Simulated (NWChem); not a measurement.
Species: GaI3; SMILES [I][Ga]([I])[I]

Not confirmed as a minimum by frequencies. def2 effective core potentials on I; no spin-orbit coupling.

**Question.** Give the equilibrium geometry at PBE-D3(BJ)/def2-SVP with def2 effective core potentials on I (NWChem) as a list of bonds and angles, with the point group.

**Answer.** point group D3h; any orientation.
Bonded distances (Å): Ga1–I2 2.496, Ga1–I3 2.496, Ga1–I4 2.496. Angles (°): I2–Ga1–I3 120.0, I2–Ga1–I4 120.0, I3–Ga1–I4 120.0.
